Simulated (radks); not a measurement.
Q: Excited configurations of In II: one electron is placed in a higher orbital outside [Kr] 4d10 5s1. The ground configuration is [Kr] 4d10 5s2. Method: scalar-relativistic Kohn-Sham, PBEsol, spin-unpolarised, spherical densities, finite nucleus; Fermi nuclear charge, rms radius 4.6156 fm; computed with a radial shooting solver on a logarithmic mesh with Libxc functionals. Excitation = E - E(ground); binding = E(ion) - E, where the ion is the core of charge +2; n* = 2/sqrt(2 binding) in atomic units, and the quantum defect is n - n*.

outer orbital  excitation (eV)  binding (eV)     n*  quantum defect  eigenvalue (eV)  <r> (bohr)
5p                       6.653        12.625  2.076           2.924           -9.234       3.101
5d                      13.210         6.068  2.995           2.005           -4.287       5.334
5f                      16.903         2.375  4.787           0.213           -1.782       14.65
6s                      12.056         7.222  2.745           3.255           -5.677       5.850
6f                      17.577         1.701  5.656           0.344           -1.324       22.01
7d                      16.938         2.340  4.823           2.177           -1.847       16.76

Estimate the row for 4f.

A: excitation (eV) 15.772; binding (eV) 3.506; n* 3.940; quantum defect 0.060; eigenvalue (eV) -2.475; <r> (bohr) 8.609. The Delta-SCF ionisation energy is 19.278 eV (NIST Atomic Spectra Database: 18.870 eV, measured). Self-interaction in the functional shifts the binding energies and quantum defects, so they are the method's values and not measured ones. Spin polarisation and multiplet splitting are left out, so open shells lie too high by an amount that depends on their filling.

Beside tabulated values, note that spin-unpolarised runs miss the spin-polarisation part of the exchange energy of open shells.
